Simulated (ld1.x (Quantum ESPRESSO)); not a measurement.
## cerium TM semilocal: all-electron and pseudo phase curves

| Property | Result |
| --- | --- |
| Element | cerium (Ce) |
| Generator | ld1.x (Quantum ESPRESSO) 7.5 |
| Type | norm-conserving Troullier–Martins (semilocal form) |
| Functional | LDA (PZ) |
| Relativity | scalar-relativistic |
| Frozen core | [Kr] 4d10 |
| Valence charge | 12 |
| Reference configuration | 4f1 5s2 5p6 5d1 6s1.75 6p0 (charge +0.25) |
| Partial waves | 5s (bound): rc 2.75 bohr; 5d (bound): rc 3.60 bohr; 4f (bound): rc 0.80 bohr; 5p (bound): rc 2.95 bohr |
| Local potential | the p channel |
| Core correction | a·sin(br)/r model core inside 0.45 bohr |

Occupied shells without a wave of their own: 6s. They enter only through the test configuration that unscreens the potential, and ld1.x also counts them in the model core charge.

The phase is arctan(r·u′/u) with u = r·R(r), unwrapped; energies in Ry, scanned from -5 to 5 Ry. A pole is an energy at which the radial function vanishes at the test radius. The pseudo phase is shifted by a multiple of π to meet the all-electron one at the reference energy, and phase errors are pseudo minus all-electron; the curves can meet again beyond the range given. Levels narrower than the energy grid can be missing from the lists of poles.

For each channel, where are the poles, and over which energies does the pseudopotential scatter like the atom?

| channel | radius (bohr) | reference energy (Ry) | poles, all-electron | poles, pseudo | unbroken range about the reference energy with phases within 0.05 rad | phase error 1 Ry above the reference energy (rad) |
| --- | --- | --- | --- | --- | --- | --- |
| s | 3.89 | -3.10 | -3.08, 0.69 | -3.03, 0.02, 3.15 | not even at the reference energy | -3.142 |
| p | 3.89 | -1.81 | -1.78, 1.45 | -1.74, 1.20, 4.97 | not even at the reference energy | -3.141 |
| d | 3.89 | -0.33 | -0.06, 2.90 | -0.02, 2.94 | not even at the reference energy | +0.034 |
| f | 3.89 | -0.51 | -0.50, 1.75 | -0.43, 1.79 | not even at the reference energy | -3.085 |

The potential misses its own reference levels by up to 1.8 eV, so it is not fit for use. ld1.x takes every shell without a wave as core, so the model core holds the 6s electrons as well and exchange and correlation see them twice. This cancels in the reference configuration, but the file is broken for other ones, and its errors say nothing about a proper core correction.

Phases in the p channel:

| E (Ry) | all-electron | pseudo |
| --- | --- | --- |
| -5.00 | 1.449 | -1.693 |
| -4.48 | 1.441 | -1.701 |
| -3.96 | 1.431 | -1.710 |
| -3.44 | 1.418 | -1.723 |
| -2.92 | 1.401 | -1.741 |
| -2.40 | 1.371 | -1.769 |
| -1.88 | 1.063 | -1.927 |
| -1.36 | -1.796 | -4.933 |
| -0.84 | -1.899 | -5.040 |
| -0.32 | -2.182 | -5.348 |
| 0.20 | -3.780 | -7.107 |
| 0.72 | -4.516 | -7.715 |
| 1.24 | -4.675 | -7.862 |
| 1.76 | -4.759 | -7.960 |
| 2.28 | -4.837 | -8.108 |
| 2.80 | -4.968 | -8.891 |
| 3.32 | -5.529 | -10.645 |
| 3.84 | -7.377 | -10.864 |
| 4.36 | -7.677 | -10.942 |
| 4.88 | -7.767 | -10.989 |
